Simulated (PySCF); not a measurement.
Input for PySCF: D3(BJ) and D4 dispersion corrections on CH4GeS (SMILES [CH3][Ge][SH]), a point of a torsion scan.

```python
from pyscf import gto
from pyscf.dispersion import dftd3, dftd4

mol = gto.M(
    atom='''
    C    -0.90440533   -0.17025860    0.00997498
    Ge    0.18781092    1.53390082   -0.26755919
    S     2.21550771    0.61891193    0.13959289
    H    -0.67412787   -0.93324616   -0.73574704
    H    -1.97127639    0.04149722   -0.05283597
    H    -0.70286877   -0.59410965    0.99439204
    H     1.93323277   -0.60514857   -0.27962087
    ''',
    basis='def2-svp',
    charge=0, spin=0, verbose=0, max_memory=1800)
d3, d4 = {}, {}
for xc in ['hf', 'pbe', 'blyp', 'revpbe', 'tpss', 'r2scan', 'b3lyp', 'pbe0', 'bhlyp', 'camb3lyp', 'b2plyp']:
    d3[xc] = float(dftd3.DFTD3Dispersion(mol, xc=xc, version='d3bj', atm=False).get_dispersion()['energy'])
    print(f'D3(BJ) {xc:10s} {d3[xc]:14.8f} Eh')
for xc in ['hf', 'pbe', 'blyp', 'revpbe', 'tpss', 'r2scan', 'b3lyp', 'pbe0', 'bhlyp', 'camb3lyp', 'b2plyp']:
    d4[xc] = float(dftd4.DFTD4Dispersion(mol, xc={'camb3lyp': 'cam-b3lyp'}.get(xc, xc), atm=True).get_dispersion()['energy'])
    print(f'D4     {xc:10s} {d4[xc]:14.8f} Eh')
```

Program output:

```
D3(BJ) hf            -0.04766203 Eh
D3(BJ) pbe           -0.00571605 Eh
D3(BJ) blyp          -0.01305390 Eh
D3(BJ) revpbe        -0.01394402 Eh
D3(BJ) tpss          -0.00743892 Eh
D3(BJ) r2scan        -0.00153198 Eh
D3(BJ) b3lyp         -0.01084372 Eh
D3(BJ) pbe0          -0.00515628 Eh
D3(BJ) bhlyp         -0.00927111 Eh
D3(BJ) camb3lyp      -0.00504287 Eh
D3(BJ) b2plyp        -0.00545829 Eh
D4     hf            -0.01907927 Eh
D4     pbe           -0.00555673 Eh
D4     blyp          -0.01218827 Eh
D4     revpbe        -0.01561708 Eh
D4     tpss          -0.00747794 Eh
D4     r2scan        -0.00122896 Eh
D4     b3lyp         -0.00912937 Eh
D4     pbe0          -0.00468083 Eh
D4     bhlyp         -0.00769352 Eh
D4     camb3lyp      -0.00481028 Eh
D4     b2plyp        -0.00383282 Eh
```

The run finished.

Cost: around 0.03 core-seconds (rough).
